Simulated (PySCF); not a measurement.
HNaO, charge +1, doublet, geometry from GFN2-xTB (such geometries of metal compounds can be far from the true shape) (a state made from the parent by changing its charge; the spin is typed, not shown lowest); WB97M-V/6-31G** in PySCF.

Input for PySCF:
```python
from pyscf import gto, scf, dft

mol = gto.Mole()
mol.atom = '''
    Na   -0.000000   -0.000000   -0.980155
    O     0.000000    0.000000    1.089810
    H     0.000000    0.000000    2.063217
'''
mol.basis = '6-31g**'
mol.charge = 1
mol.spin = 1
mol.verbose = 4
mol.build()

mf = dft.UKS(mol)
mf.xc = 'wb97m_v'
mf.kernel()
```

Problem. Write the output that PySCF gives for this input, abridged.

Solution. 
```
PySCF version 2.14.0

[INPUT] verbose = 4
[INPUT] num. atoms = 3
[INPUT] num. electrons = 19
[INPUT] charge = 1
[INPUT] spin (= nelec alpha-beta = 2S) = 1
[INPUT] symmetry False subgroup None
[INPUT] Mole.unit = angstrom
[INPUT] Symbol           X                Y                Z      unit          X                Y                Z       unit  Magmom
[INPUT]  1 Na     0.000000000000   0.000000000000  -0.980155000000 AA    0.000000000000   0.000000000000  -1.852224509623 Bohr   0.0
[INPUT]  2 O      0.000000000000   0.000000000000   1.089810000000 AA    0.000000000000   0.000000000000   2.059442427812 Bohr   0.0
[INPUT]  3 H      0.000000000000   0.000000000000   2.063217000000 AA    0.000000000000   0.000000000000   3.898915065547 Bohr   0.0

nuclear repulsion = 28.758539861337
number of shells = 17
number of NR pGTOs = 85
number of NR cGTOs = 37
basis = 6-31g**
ecp = {}

******** <class 'pyscf.dft.uks.UKS'> ********
method = UKS
initial guess = minao
damping factor = 0
level_shift factor = 0
DIIS = <class 'pyscf.scf.diis.CDIIS'>
diis_start_cycle = 1
diis_space = 8
diis_damp = 0
SCF conv_tol = 1e-09
SCF conv_tol_grad = None
SCF max_cycles = 50
direct_scf = True
direct_scf_tol = 1e-13
number electrons alpha = 10  beta = 9
XC library pyscf.dft.libxc version 7.1.2
    S. Lehtola, C. Steigemann, M. J. T. Oliveira, and M. A. L. Marques,  SoftwareX 7, 1–5 (2018)
XC functionals = wb97m_v
    N. Mardirossian and M. Head-Gordon,  J. Chem. Phys. 144, 214110 (2016)
radial grids:
    Treutler-Ahlrichs [JCP 102, 346 (1995); DOI:10.1063/1.469408] (M4) radial grids

becke partition: Becke, JCP 88, 2547 (1988); DOI:10.1063/1.454033
pruning grids: <function nwchem_prune>
grids dens level: 3
symmetrized grids: False
atomic radii adjust function: <function treutler_atomic_radii_adjust>
** Following is NLC and NLC Grids **
NLC functional = wb97m_v
radial grids:
    Treutler-Ahlrichs [JCP 102, 346 (1995); DOI:10.1063/1.469408] (M4) radial grids

becke partition: Becke, JCP 88, 2547 (1988); DOI:10.1063/1.454033
pruning grids: <function nwchem_prune>
grids dens level: 3
symmetrized grids: False
atomic radii adjust function: <function treutler_atomic_radii_adjust>
small_rho_cutoff = 0
Set gradient conv threshold to 3.16228e-05
tot grids = 41992
tot grids = 41992
init E= -237.782851431834

cycle= 1 E= -237.777845056588  delta_E= 0.00501  |g|= 0.161  |ddm|= 0.908
cycle= 2 E= -237.787846686419  delta_E= -0.01  |g|= 0.0793  |ddm|= 0.142
cycle= 3 E= -237.790164637642  delta_E= -0.00232  |g|= 0.0206  |ddm|= 0.0571
cycle= 4 E= -237.79035736349  delta_E= -0.000193  |g|= 0.00371  |ddm|= 0.0145
cycle= 5 E= -237.790370804509  delta_E= -1.34e-05  |g|= 0.000968  |ddm|= 0.00442
cycle= 6 E= -237.790372100285  delta_E= -1.3e-06  |g|= 0.00013  |ddm|= 0.00173
cycle= 7 E= -237.790372126826  delta_E= -2.65e-08  |g|= 2.44e-05  |ddm|= 0.000257
cycle= 8 E= -237.790372127808  delta_E= -9.82e-10  |g|= 3.18e-06  |ddm|= 5.42e-05
Extra cycle  E= -237.790372127822  delta_E= -1.42e-11  |g|= 1.45e-06  |ddm|= 4.44e-06
converged SCF energy = -237.790372127822  <S^2> = 0.75225649  2S+1 = 2.0022552
```
